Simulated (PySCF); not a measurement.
PySCF job for B(H)(F)(Me) (CH4BF), SMILES CBF, PBE0-D3(BJ)/def2-TZVP. Coordinates come from a PBE0-D3(BJ)/def2-TZVP optimisation.

```python
import numpy as np
from pyscf import gto, scf, dft, df
from pyscf.hessian import thermo

mol = gto.M(
    atom='''
    B    -0.22743039   -0.44435444    0.14083989
    H    -0.89954353   -1.41680488    0.35646187
    F     0.94815857   -0.40303153    0.75382706
    C    -0.67317464    0.71518228   -0.79101259
    H    -1.61825668    1.13537529   -0.42797671
    H    -0.89961544    0.32172585   -1.78851718
    H     0.06018836    1.51766611   -0.88253537
    ''',
    basis='def2-TZVP',
    charge=0,
    spin=0,
    max_memory=1600,
    verbose=3,
)
mf = dft.RKS(mol, xc='pbe0').density_fit(auxbasis='def2-universal-jkfit')
mf.disp = 'd3bj'
mf.grids.level = 3
mf.conv_tol = 1e-11
mf.max_cycle = 100
mf.kernel()

# [left out here: the lines that compute and print the analytic Hessian (its translational invariance restored by hand, since the grid's response is missing), thermochemistry and intensities]
```

It prints:

```
converged SCF energy = -165.145465930606

WARN: DFTD3 does not support analytical Hessian, using finite difference


WARN: Mole.unit (angstrom) is changed to Bohr

Mode                                 0                   1                   2
Irrep
Freq [cm^-1]                       68.8478            395.7398            623.7541
Reduced mass [au]                   1.1941              2.5879              1.1010
Force const [Dyne/A]                0.0033              0.2388              0.2524
Char temp [K]                      99.0566            569.3815            897.4433
Normal mode                   x     y     z       x     y     z       x     y     z
       0   B                -0.04  0.05  0.08    0.08  0.11 -0.03    0.02 -0.02 -0.03
       1   H                -0.10  0.11  0.18   -0.01  0.15 -0.10   -0.23  0.25  0.42
       2   F                 0.02 -0.03 -0.05    0.04 -0.09  0.08   -0.01  0.01  0.01
       3   C                -0.00  0.00  0.01   -0.08  0.04 -0.07    0.03 -0.04 -0.06
       4   H                -0.27 -0.26 -0.41   -0.14 -0.15  0.01    0.05 -0.34  0.39
       5   H                 0.54 -0.05 -0.10   -0.15 -0.15  0.02   -0.16  0.44 -0.19
       6   H                -0.16  0.18  0.30   -0.30  0.21 -0.29   -0.13  0.14  0.23
Mode                                 3                   4                   5
Irrep
Freq [cm^-1]                      785.4966            995.7686           1027.7024
Reduced mass [au]                   1.7327              1.8144              2.0650
Force const [Dyne/A]                0.6299              1.0600              1.2850
Char temp [K]                    1130.1547           1432.6894           1478.6350
Normal mode                   x     y     z       x     y     z       x     y     z
       0   B                 0.00  0.05 -0.03   -0.08  0.09  0.14    0.04  0.16 -0.08
       1   H                -0.18  0.14 -0.18    0.24 -0.27 -0.45   -0.09  0.23 -0.18
       2   F                -0.06  0.02 -0.05    0.01 -0.01 -0.02   -0.00 -0.01  0.01
       3   C                 0.12 -0.04  0.09    0.04 -0.05 -0.07   -0.06 -0.12  0.04
       4   H                 0.00 -0.38  0.18    0.09 -0.14  0.21    0.06  0.08  0.08
       5   H                -0.03 -0.36  0.25   -0.14  0.20 -0.11    0.12  0.01 -0.04
       6   H                -0.15  0.16 -0.18   -0.07  0.08  0.14    0.25 -0.36  0.35
Mode                                 6                   7                   8
Irrep
Freq [cm^-1]                     1117.8973           1299.6528           1367.4677
Reduced mass [au]                   1.4124              1.5585              2.2399
Force const [Dyne/A]                1.0400              1.5510              2.4678
Char temp [K]                    1608.4053           1869.9110           1967.4816
Normal mode                   x     y     z       x     y     z       x     y     z
       0   B                 0.07  0.08 -0.01    0.11  0.01  0.06   -0.14  0.06 -0.11
       1   H                 0.64 -0.20  0.47   -0.08  0.11 -0.11    0.18 -0.09  0.15
       2   F                -0.09 -0.03 -0.03   -0.05 -0.00 -0.03    0.06 -0.00  0.04
       3   C                 0.01  0.00  0.01    0.02 -0.09  0.06    0.06 -0.05  0.06
       4   H                 0.02 -0.04  0.06    0.02  0.30 -0.36   -0.13 -0.08 -0.38
       5   H                 0.04 -0.06  0.03   -0.10  0.44 -0.13   -0.36  0.18  0.06
       6   H                 0.02 -0.01  0.01   -0.26  0.15 -0.23   -0.04  0.02 -0.04
Mode                                 9                  10                  11
Irrep
Freq [cm^-1]                     1446.5337           1459.0897           2595.1691
Reduced mass [au]                   1.0503              1.2485              1.0962
Force const [Dyne/A]                1.2948              1.5660              4.3497
Char temp [K]                    2081.2399           2099.3052           3733.8706
Normal mode                   x     y     z       x     y     z       x     y     z
       0   B                -0.01  0.01  0.02    0.09 -0.02  0.06    0.05  0.07 -0.02
       1   H                 0.03 -0.03 -0.05   -0.07  0.06 -0.07   -0.53 -0.77  0.17
       2   F                -0.00 -0.00 -0.00   -0.03 -0.00 -0.02    0.00  0.00 -0.00
       3   C                -0.02  0.03  0.04    0.01  0.06 -0.03   -0.00 -0.00  0.00
       4   H                -0.20 -0.42  0.07   -0.27 -0.29 -0.34    0.01 -0.00 -0.01
       5   H                 0.23  0.37 -0.16   -0.52 -0.04  0.12    0.00  0.01  0.01
       6   H                 0.30 -0.34 -0.55    0.30 -0.19  0.29    0.00  0.00  0.00
Mode                                12                  13                  14
Irrep
Freq [cm^-1]                     3037.3870           3096.3972           3144.3681
Reduced mass [au]                   1.0397              1.0942              1.1008
Force const [Dyne/A]                5.6512              6.1813              6.4127
Char temp [K]                    4370.1236           4455.0261           4524.0457
Normal mode                   x     y     z       x     y     z       x     y     z
       0   B                -0.00 -0.00  0.00    0.00 -0.00 -0.00    0.00  0.00  0.00
       1   H                 0.00  0.01 -0.00   -0.00  0.00  0.00   -0.01 -0.01  0.00
       2   F                 0.00  0.00  0.00    0.00 -0.00 -0.00   -0.00 -0.00 -0.00
       3   C                -0.03  0.03 -0.03    0.04 -0.04 -0.07    0.07  0.05  0.01
       4   H                 0.54 -0.24 -0.22   -0.58  0.26  0.20   -0.24  0.12  0.10
       5   H                 0.12  0.23  0.56    0.15  0.23  0.62   -0.05 -0.10 -0.28
       6   H                -0.30 -0.31  0.03   -0.00 -0.02 -0.01   -0.57 -0.63  0.07
temperature 298.1500 [K]
pressure 101325.00 [Pa]
Rotational constants [GHz] 49.60018 8.72904 7.77129
Symmetry number 1
Zero-point energy (ZPE) 0.05117 [Eh]   134348.241 [J/mol]
                           tot       elec      trans        rot        vib
Entropy [J/mol/K]       274.412      0.000    156.455     92.401     25.556
Cv [J/mol/K]             52.325      0.000     12.472     12.472     27.382
Cp [J/mol/K]             60.639      0.000     20.786     12.472     27.382
Internal energy [J/mol]                      3718.434   3718.434 138194.759
Internal energy [Eh]   -165.09000  -165.14547
Enthalpy [J/mol]                             6197.391   3718.434 138194.759
Enthalpy [Eh]          -165.08905
Gibbs free energy [J/mol]                  -40449.696 -23830.912 130575.251
Gibbs free energy [Eh] -165.12022
mode   freq/cm-1   IR/(km/mol)
   1       68.85         0.138
   2      395.74         5.310
   3      623.75         0.959
   4      785.50         0.581
   5      995.77        58.679
   6     1027.70        28.776
   7     1117.90        28.917
   8     1299.65        29.060
   9     1367.47       296.884
  10     1446.53         5.385
  11     1459.09        38.997
  12     2595.17       156.508
  13     3037.39         0.227
  14     3096.40         3.730
  15     3144.37        12.223
max |gradient| / (hartree/bohr): 0.00010791748091257394
APT charges: [ 1.0175 -0.2095 -0.589  -0.322   0.0446  0.0443  0.014 ]
```

The calculation finished and met its thresholds.
